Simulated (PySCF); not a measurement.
C6H5ClOSi.
Numbering: `[CH:1]#[C:2][SiH2:3][C:4]1=[CH:5][O:6]/[C:7]1=[CH:8]/[Cl:9]` (hydrogens: H10 on C1; H11, H12 on Si3; H13 on C5; H14 on C8)

Theory: TDDFT PBE0/def2-SVPD, vertical, gas phase, core orbitals frozen in the response (PySCF). One conformer (not necessarily the lowest) at the GFN2-xTB geometry, without solvent, vibrations or thermal averaging. Torsions of this conformer, `[CH:1]#[C:2][SiH2:3][C:4]1=[CH:5][O:6]/[C:7]1=[CH:8]/[Cl:9]`: C2–Si3–C4–C5 124°.

Orbital energies (eV): HOMO-3 -8.30, HOMO-2 -8.26, HOMO-1 -7.57, HOMO -7.14, LUMO -1.51, LUMO+1 -0.04, LUMO+2 0.03.

Problem. Among the lowest singlets, which states do these configurations lead, and at what energies: HOMO→LUMO+1, HOMO-1→LUMO?

Solution. 

```json
{"state": "S1", "leading configuration": "HOMO-1→LUMO", "weight": "0.62", "Δε (eV)": "6.06", "E (eV)": "4.73", "E − Δε (eV)": "-1.33", "f": "0.045", "other configurations": "H→L (34%)"}
{"state": "S6", "leading configuration": "HOMO→LUMO+1", "weight": "0.84", "Δε (eV)": "7.11", "E (eV)": "6.09", "E − Δε (eV)": "-1.01", "f": "0.0073", "other configurations": "–"}
```

E − Δε runs from -1.33 to -1.01 eV. Among themselves, these states come in the order of their orbital differences. Δε is the difference of the two orbital energies.

H and L stand for HOMO and LUMO. The other states: S2 5.35 eV, f 0.284, H→L (60%), H-1→L (35%); S3 5.79 eV, f 0.011, H-2→L (50%), H-3→L (39%); S4 5.83 eV, f 0.0049, H-3→L (53%), H-2→L (38%); S5 6.06 eV, f 0.0030, H→L+2 (41%), H→L+3 (39%); S7 6.13 eV, f 0.0016, H→L+3 (31%), H-3→L+2 (19%), H→L+2 (17%); S8 6.29 eV, f 0.0074, H-2→L+1 (35%), H→L+2 (24%), H-3→L+1 (12%).

Triplets (Tamm–Dancoff): T1 3.03 eV, H→L (94%); T2 3.82 eV, H-1→L (90%); T3 4.95 eV, H-3→L+1 (33%), H-2→L+2 (32%).

Summed over the main configurations (up to three a state, each over 8%) of all 8 singlets, the electron leaves HOMO with weight 3.30, HOMO-2 with weight 1.24, HOMO-3 with weight 1.23 and HOMO-1 with weight 0.97.
